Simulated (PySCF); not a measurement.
## [WOF3]−: from a saddle point downhill

PySCF 2.14.0, UKS B3LYP, W def2-SVP with ECP60, O def2-SVP, F def2-SVP; non-relativistic Hamiltonian with scalar-relativistic core potentials where named; density fitting; no spin-orbit coupling. Relaxed within the symmetry of its start, the geometry (C3v) is

```xyz
5

W     0.0668    0.0668    0.0668
O     1.0740    1.0740    1.0740
F    -1.2103   -1.2103    0.8700
F     0.8700   -1.2103   -1.2103
F    -1.2103    0.8700   -1.2103
```

and its lowest harmonic modes are -285, -285, 167, 198, 198, 537 cm⁻¹ (negative: unstable). It was moved along the lowest mode and relaxed again.

**Question.** Where does it end, and how much lower?

**Answer.** In Cs, 0.733 eV lower, after 9 steps:
```xyz
5

W    -0.1457    0.0349    0.0644
O     0.7309    1.0832    1.1219
F    -0.5562   -1.5303    1.1611
F     0.3070   -1.2976   -1.2959
F    -0.5820    1.1533   -1.4783
```

**Question.** How do the contacts change?

**Answer.** 
```tsv
contact	saddle (Å)	end (Å)
W1–O2 (O)	1.745	1.728
W1–F3 (F)	1.977	1.955
W1–F4 (F)	1.977	1.957
W1–F5 (F)	1.977	1.955
```


No frequency check is given for the end, and other unstable modes may remain.

Open shells may have lower solutions than the one found.

State: triplet.
